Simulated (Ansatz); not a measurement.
A structure relaxed at PBE-D4/def2-SVP in Ansatz, charge -3, triplet:

```tsv
atom	x (Å)	y (Å)	z (Å)
Tm1	0.000	0.000	0.000
Cl2	1.994	-1.480	1.085
Cl3	-1.994	1.480	-1.085
Cl4	-1.337	-2.263	-0.629
Cl5	1.337	2.263	0.630
Cl6	1.251	-0.071	-2.395
Cl7	-1.251	0.070	2.395
```

Give its formula, name or SMILES and point group.

[TmCl6]3- (TmCl₆³⁻). Point group Oh (tolerance 0.1 Å).

Summarise the bond lengths by kind (pairs closer than 1.2 times the sum of covalent radii, bridged metal pairs left out).

6 × Cl–Tm 2.70 to 2.71 Å. The metal has 6 neighbours: Cl 2.71 Å, Cl 2.71 Å, Cl 2.70 Å, Cl 2.70 Å, Cl 2.70 Å, Cl 2.70 Å.

In the def2 sets Tm takes a core potential; there is no spin–orbit coupling. With an open 4f shell the SCF may have ended on a state above the lowest. A multiply charged anion in the gas phase is held together partly by the finite basis. The highest occupied level of the charge -3 triplet lies above zero (up to 5.64 eV). It is a level of β spin, whose loss leaves a quartet; that state wasn't run at this geometry and level. The electron is either unbound and held by the finite basis, or the level is raised by self-interaction error. The relaxation made no stability test and no search for a lower SCF solution. No other spin state of charge -3 was run.
